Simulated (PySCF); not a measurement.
All values below come from PBE-D3(BJ)/def2-TZVP // B3LYP-D3(BJ)/def2-TZVP run with PySCF 2.14.0. All species are isolated molecules in the gas phase. 

Reference species (SMILES): `C=C=NC` (neutral, multiplicity 1).

| Item | Result |
|---|---|
| HOMO | -5.42 eV |
| LUMO | -0.90 eV |

Changed species: `C1C(C1)=N`.

Q: Give the shifts of the HOMO and LUMO.

A: the HOMO drops by 0.26 eV, to -5.68 eV; the LUMO falls by 0.49 eV, to -1.39 eV.
